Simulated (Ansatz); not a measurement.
Ansatz (a program for electronic structure) input (B3LYP-D3(BJ)/def2-TZVP):

Ansatz 0.2 input:
```yaml
crystal:
  periodic: [false, false, false]
  atoms:
    - {symbol: C, position_ang: [2.60992331, 0.36878129, 0.43719445]}
    - {symbol: C, position_ang: [1.23069061, 0.65723888, -0.14124183]}
    - {symbol: C, position_ang: [0.51243148, -0.63405144, -0.55171755]}
    - {symbol: C, position_ang: [-0.80419327, -0.36511150, -1.12116048]}
    - {symbol: C, position_ang: [-2.04440323, -0.17433108, -0.79943192]}
    - {symbol: C, position_ang: [-2.62710206, -0.20212744, 0.60263121]}
    - {symbol: H, position_ang: [3.10421952, 1.29420845, 0.72403793]}
    - {symbol: H, position_ang: [2.53161475, -0.26481672, 1.31869240]}
    - {symbol: H, position_ang: [3.23359229, -0.13997699, -0.29522924]}
    - {symbol: H, position_ang: [0.62262484, 1.18405785, 0.59721785]}
    - {symbol: H, position_ang: [1.32613338, 1.30523680, -1.01474921]}
    - {symbol: H, position_ang: [0.41703136, -1.29633048, 0.32252241]}
    - {symbol: H, position_ang: [1.12899918, -1.16633035, -1.28528221]}
    - {symbol: H, position_ang: [-2.78385337, 0.02796733, -1.56774326]}
    - {symbol: H, position_ang: [-1.86391531, -0.46117387, 1.33114395]}
    - {symbol: H, position_ang: [-3.03639544, 0.77679400, 0.84798193]}
    - {symbol: H, position_ang: [-3.43237861, -0.93345183, 0.65014000]}
basis:
  gaussian:
    orbitals: def2-TZVP
hamiltonian:
  xc: b3lyp
  dispersion: d3bj
magnetization: {spin_polarized: true, initial_magnetization: 1}
relax: {f_tol: 0.002, max_steps: 150}
```

End of the output:

```
reference -6401.88436593 eV, -235.2649110949 hartree; 24, 23 occupied and 228, 229 virtual orbitals, 1564 factors
relax step  17: F+E_penalty+E_count = -6402.44597377 eV  Δ(F+E_penalty+E_count) = -2.633e-6 eV  max|allowed force component| = 7.737e-4 eV/Å  Δτ_max = 0.0013 Å  (37 SCF iters, accepted)
integrals: 0.18 GiB planned
1564 factors; their error is unknown
0.34 GiB of the device are held for the grids
1.39 GiB of device memory are held for the factors and their scratch space
mean field: 1.70 GiB planned
mean field evaluation 160: about -6401.8840 eV, gradient 8.3e-4 eV
mean field -6401.88402926 eV, -235.2648987226 hartree, gradient 1.5e-5 eV, S^2 0.758320; 1 other end points of the search recorded, 0 dependent functions left out
the calculation of the forces begins
reference -6401.88436593 eV, -235.2649110949 hartree; 24, 23 occupied and 228, 229 virtual orbitals, 1564 factors
Total energy: -6402.44631044 eV, -235.2855621746 hartree
Atom 0 at     2.722712     0.340058     0.396630 Å, force    -0.000165     0.000103    -0.000022 eV/Å
Atom 1 at     1.395038     0.737781    -0.239374 Å, force     0.000521    -0.000032     0.000207 eV/Å
Atom 2 at     0.446421    -0.457963    -0.410994 Å, force    -0.000042     0.000154     0.000477 eV/Å
Atom 3 at    -0.837556    -0.107123    -1.028038 Å, force    -0.000327     0.000403     0.000206 eV/Å
Atom 4 at    -2.116344    -0.050471    -0.759798 Å, force    -0.000065    -0.000594    -0.000774 eV/Å
Atom 5 at    -2.757962    -0.436423     0.554398 Å, force     0.000139     0.000022    -0.000198 eV/Å
Atom 6 at     3.381601     1.202558     0.509531 Å, force    -0.000013     0.000113     0.000063 eV/Å
Atom 7 at     2.571466    -0.095293     1.387467 Å, force     0.000068    -0.000024     0.000218 eV/Å
Atom 8 at     3.245408    -0.400761    -0.213320 Å, force     0.000141    -0.000111    -0.000112 eV/Å
Atom 9 at     0.898149     1.496746     0.370265 Å, force    -0.000038    -0.000154     0.000071 eV/Å
Atom 10 at     1.568865     1.193372    -1.217245 Å, force     0.000057     0.000039    -0.000374 eV/Å
Atom 11 at     0.263899    -0.916852     0.574326 Å, force    -0.000215     0.000035    -0.000350 eV/Å
Atom 12 at     0.945633    -1.227630    -1.010458 Å, force    -0.000127    -0.000147    -0.000120 eV/Å
Atom 13 at    -2.802269     0.299432    -1.530332 Å, force     0.000012     0.000021     0.000143 eV/Å
Atom 14 at    -2.019137    -0.776136     1.279817 Å, force     0.000062     0.000037     0.000282 eV/Å
Atom 15 at    -3.294274     0.413308     0.985006 Å, force    -0.000176    -0.000105     0.000259 eV/Å
Atom 16 at    -3.486630    -1.238018     0.407124 Å, force     0.000167     0.000240     0.000024 eV/Å
Dipole moment:     0.044673    -0.038399     0.174077 e Å
```

It need not be the lowest isomer of its formula.
